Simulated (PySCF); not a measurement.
A GIAO shielding run with PySCF 2.14.0 with density-fitted response routines (density fitting, non-relativistic, gas phase) on `F[C@H]1CC[SiH2][SiH2]1`, C3H9FSi2:

```
{"job": {"kind": "nmr", "xc": "KT3", "basis": "pcSseg-1", "pop": false}, "charge": 0, "multiplicity": 1}
F      0.863819    -0.985951     1.990867
C      0.991023    -1.046736     0.604908
C     -0.399170    -1.179834    -0.001033
C     -1.276459     0.039079     0.316807
Si    -0.348514     1.631752    -0.179616
Si     1.760292     0.629858     0.027547
H      1.610472    -1.926991     0.361458
H     -0.283903    -1.302733    -1.093401
H     -0.869580    -2.107202     0.369172
H     -1.452892     0.078731     1.403905
H     -2.261676    -0.035670    -0.168090
H     -0.659014     2.033755    -1.587362
H     -0.635325     2.785376     0.724699
H      2.708160     1.163637     1.047755
H      2.472966     0.451287    -1.276649
```

Hardware: 1 thread of an Arm Neoverse V2, shared host. The job also computes ring-centre shieldings.

Q: How large is the calculation?

A: 64 electrons, 161 basis functions and 882 auxiliary functions.

Q: How long does it take?

A: 22 s of wall time, with 14 SCF cycles. Times on a shared host scatter by some tens of per cent.

Q: And these other runs on the same molecule and hardware: GIAO shielding at B3LYP/pcSseg-1; GIAO shielding at B97-D/pcSseg-1; GIAO shielding at KT2/pcSseg-1; GIAO shielding at PBE0/pcSseg-1; GIAO shielding at mPW1PW91/pcSseg-1?

A: B3LYP/pcSseg-1: 161 functions, 15 s; B97-D/pcSseg-1: 161 functions, 22 s; KT2/pcSseg-1: 161 functions, 23 s; PBE0/pcSseg-1: 161 functions, 14 s; mPW1PW91/pcSseg-1: 161 functions, 14 s.
